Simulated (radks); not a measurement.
Values are calculated unless marked as measured or tabulated.
Problem. Numerical settings for neutral helium, [He]. Code: a radial shooting solver on a logarithmic mesh with Libxc functionals. Model: scalar-relativistic Kohn-Sham, SCAN, spin-polarised, spherical densities, finite nucleus; meta-GGA in the generalised Kohn-Sham scheme; Gaussian nuclear charge, rms radius 1.6755 fm. The defaults (mesh step 0.008 in ln r, mesh end at 40 bohr or more with all orbitals vanishing there, Anderson mixing 0.5 over 9 steps, residual threshold near 1e-9 with the energy settled to 1e-9 hartree or 1e-11 of itself, here a cap of 77 iterations) give E = -2.905 hartree and 1s at -16.537 eV in 18 iterations. Run on one thread of a shared host, so times are rough (Intel(R) Xeon(R) Platinum 8488C): 0.08 s of CPU time, 0.08 s wall, 18 iterations on 2189 mesh points. One setting is changed at a time: mesh step in ln r 0.12; mesh step in ln r 0.005; mesh step in ln r 0.2; mesh end (bohr) 1; mesh end (bohr) 5; residual threshold 0.001; residual threshold 0.1; mixing 0.01; linear mixing, mixing 1; linear mixing, mixing 0.05; mixing history 20; iteration cap 3. Which runs fail to converge, and which converge to a wrong energy?

Solution. Not converged within the cap: mesh step in ln r 0.12; mesh step in ln r 0.005; mesh step in ln r 0.2; mixing 0.01; linear mixing, mixing 1; linear mixing, mixing 0.05; iteration cap 3. Settled on a wrong energy, with an occupied level pushed above zero by the early mesh end: mesh end (bohr) 1 (+3.92 hartree). Apart from these: no run marked as converged misses the energy by more than 1 mhartree.
